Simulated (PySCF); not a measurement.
**ReF₄, quartet: structure and spectrum**

Method: UB3LYP in PySCF with Re def2-SVP with ECP60, F def2-SVP; scalar-relativistic core potentials, no spin–orbit coupling; density-fitted integrals.

The structure is a minimum.

```xyz
5
charge 0 multiplicity 4, angstrom
Re    0.0000    0.0000    0.0000
F     1.8678    0.0000    0.0000
F     0.0000    1.8678    0.0000
F    -1.8678    0.0000    0.0000
F     0.0000   -1.8678    0.0000
```

```
Point group                                                                   : D4h
Bond lengths                                                                  : Re–F 1.868 Å (×4)
Bond angles                                                                   : F–Re–F 90.0° (×4), F–Re–F 180.0° (×2)
Principal polarisabilities                                                    : 23.5, 36.9, 36.9 bohr³
Heat capacity Cp at 298.15 K                                                  : 85.4 J/(mol K)
Enthalpy at 298.15 K above 0 K                                                : 18.60 kJ/mol
Principal quadrupole moments (Buckingham, traceless) about the centre of mass : -5.10, -5.10, 10.20 D Å
Spin squared ⟨S²⟩                                                             : 3.757
Rotational symmetry number                                                    : 8
Rotational constants                                                          : 0.1272, 0.1272, 0.06359 cm⁻¹
Lowest empty level (β)                                                        : -5.26 eV
Entropy at 298.15 K and 1 bar (electronic part: spin only)                    : 337.3 J/(mol K)
Dipole moment                                                                 : 0.00 D
Highest occupied level (α)                                                    : -8.27 eV
Atomisation energy without zero-point energy                                  : 1842 kJ/mol
Zero-point energy                                                             : 22.7 kJ/mol
```

Harmonic modes (masses in u: Re 186.956, F 18.998):
```
symmetry  ω (cm⁻¹)  IR (km/mol, summed over degenerate members)     type
     b2u       117                                          0.0     bend
      eu       183                                         37.5     bend
     a2u       201                                         21.1     bend
     b2g       300                                          0.0     bend
     b1g       671                                          0.0  stretch
      eu       707                                          435  stretch
     a1g       726                                          0.0  stretch
```

In D4h the vibrations span b2u + 2eu + a2u + b2g + b1g + a1g. The a1g, b1g, b2g, b2u modes carry no infrared intensity, as symmetry demands. With a centre of inversion only u modes can be infrared active and only g modes Raman active.

Charges (e):
```json
{"atom": "Re1", "Mulliken": "1.33", "Löwdin": "0.53", "polar tensor": "2.56", "spin (Mulliken)": "2.72", "Mayer order to Re1": "–"}
{"atom": "F2,3,4,5", "Mulliken": "-0.33", "Löwdin": "-0.13", "polar tensor": "-0.64", "spin (Mulliken)": "0.07", "Mayer order to Re1": "1.04"}
```

Mulliken populations on Re1 (electrons outside its core potential): s 2.50, p 6.38, d 4.63, f 0.16.

Formally Re is in oxidation state +4, d3, with 3 unpaired electrons (the high-spin count). The Mulliken spin on Re is 2.72. The polar-tensor charge on Re, 2.56, is below the formal one.

Only a few start shapes were tried, so a lower isomer may exist. With open d or f shells other occupations or spin states may lie lower. No spin–orbit coupling is included, which matters more the heavier the element.

The final relaxation and frequency run took about 80 core-seconds on a shared host.
